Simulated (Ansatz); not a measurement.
Stepwise reaction of `CN([SiH2]O)[SiH](O)F` with hydrogen, as a gas-phase model of exchange steps in deposition or etching. ΔE in kJ/mol.

Computed with Ansatz on PBE0-D4/def2-TZVP structures; ΔE is electronic, products minus reactants. CCSD(T)/CBS is the MP2 limit (def2-TZVPP, def2-QZVPP) plus CCSD(T) − MP2 in def2-TZVPP, frozen cores. This one scheme is used for every species. Functionals use def2-TZVPP. B3LYP here is the variant with VWN-RPA as its local correlation; programs differ in this. Each species was taken in one conformer, which may not be the lowest.

| step | reaction | PBE-D4 | B3LYP-D4 | ωB97M-V | CCSD(T)/CBS |
| --- | --- | --- | --- | --- | --- |
| 1 | `CN([SiH2]O)[SiH](O)F` + H₂ → `CN([SiH2]O)[SiH2]F` + H₂O | 87.5 | 95.4 | 96.0 | 91.9 |
| 2 | `CN([SiH2]O)[SiH2]F` + H₂ → `CN([SiH3])[SiH2]F` + H₂O | 83.9 | 89.4 | 90.4 | 87.5 |

(1) By hand: ΔE of the 2 steps together at CCSD(T)/CBS.

Answers

(1) (91.9) + (87.5) = 179.4 kJ/mol, or 89.7 kJ/mol a step.

In ΔE the steps differ by no more than 4.4 kJ/mol. All are uphill at CCSD(T)/CBS. PBE-D4 differs from CCSD(T)/CBS by -4.4 to -3.6 kJ/mol a step. Isolated molecules leave out the surface, adducts and barriers. Largest T1 diagnostic: 0.012.
